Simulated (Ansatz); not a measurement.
```xyz
5

C     0.0000   -0.0478   -0.5411
C     0.0000   -0.0417    0.6651
H     0.0000    0.6323    1.4082
H     0.0000   -0.9062   -1.0727
H     0.0000    0.8110   -1.0798
```

Basis set: def2-TZVP (spherical functions). Correlated methods keep 2 orbitals frozen. Charge 0, multiplicity 2.

Computed with Ansatz (development build ahead of 0.2.0); each method stands on the lowest determinant of its kind that the runs found.

Task: Give the atomization energy at this shape (free ground-state atoms in the same class of orbitals less the molecule, no zero-point energy) of doublet C2H3 by UHF-MP2, UHF.

Result:

| method | atomization energy |
| --- | --- |
| UHF-MP2 | 17.91 eV |
| UHF | 13.90 eV |

Caution: the shape is not the minimum.
